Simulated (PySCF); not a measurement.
## MnCl2: bending curve

Method: PySCF, UB3LYP, basis Mn def2-SVP, Cl def2-SVP (no relativity, density fitting).

Rigid scan from the sextet minimum (Mn–Cl 2.191 Å (×2); Cl–Mn–Cl 180.0°). Coordinate: the Cl–Mn–Cl angle, bonds fixed. Energies in kJ/mol from the minimum.

```tsv
bond angle (°)	E (kJ/mol)	dipole size (D)	⟨S²⟩
80	188.5	6.72	8.76
90	127.8	6.21	8.76
100	90.2	5.65	8.76
110	63.5	5.05	8.76
120	43.6	4.42	8.76
130	28.4	3.75	8.76
140	17.2	3.05	8.76
150	9.2	2.32	8.76
160	4.0	1.57	8.76
170	0.9	0.79	8.76
180	0.0	0.00	8.76
```

Other spin states or occupations of the open shell can lie lower.

Other isomers or separated fragments may lie lower.

The scan took 17 s on 2 threads of a shared Intel Xeon 6975P-C (Granite Rapids) host; the process peaked at 0.67 GiB.
